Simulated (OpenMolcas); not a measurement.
## P⁺: Slater's ratio, worked from levels

```
Program             : OpenMolcas
Basis               : ANO-R3 [6s5p4d2f1g]
Scalar Hamiltonian  : X2C, finite nucleus
Active space        : 4 electrons in 4 orbitals (3s 3p)
State averaging     : 2S+1 = 3 even, 3 roots; 2S+1 = 1 even, 6 roots; 2S+1 = 5 odd, 1 root; 2S+1 = 3 odd, 9 roots; 2S+1 = 1 odd, 8 roots
Spin-orbit coupling : state interaction with AMFI integrals over the reference wave functions, term energies averaged over their components
```

Methods: CASSCF; SS-CASPT2, IPEA 0.25 Eh, imaginary shift 0.1 Eh (closed shells correlated: 2s 2p). Measured levels: NIST Handbook of Basic Atomic Spectroscopic Data.

**Slater's ratio.** With one set of orbitals, p2 has ¹D - ³P = 6 F2 and ¹S - ¹D = 9 F2 (F2 = F²/25), a ratio of 3/2. Term energies are centres of gravity, weighted by 2J + 1.

```
   Source  ¹D - ³P  ¹S - ³P  F2 from the first  Ratio
   CASSCF    11401    20580               1900  0.805
SS-CASPT2     7990    19736               1332  1.470
 measured     8567    21260               1428  1.482
```

Energies in cm-1. A ratio away from 3/2 shows effects beyond one configuration with one set of orbitals, and in heavier atoms second-order spin-orbit shifts. In CASSCF the valence s occupation is 1.89 in ¹S against 1.97 in ¹D: mixing out of s² acts most on ¹S and pulls it down.

Over all roots computed the reference weight is 0.85 to 0.98 in SS-CASPT2; the roots of lowest weight are the least certain, and an intruder state may touch them. Without dynamic correlation excited terms often stand tens of per cent too high (terms of higher spin than the ground term too low), and those without a measured partner can miss by more than the paired ones (holds for CASSCF). Measured partners are found by configuration, term and J. A level has none where our copy of the source lacks it or the pairing is in doubt (some pairs that miss far off the trend of their configuration count as doubtful), and it then counts in no deviation. Only configurations of the active space appear.
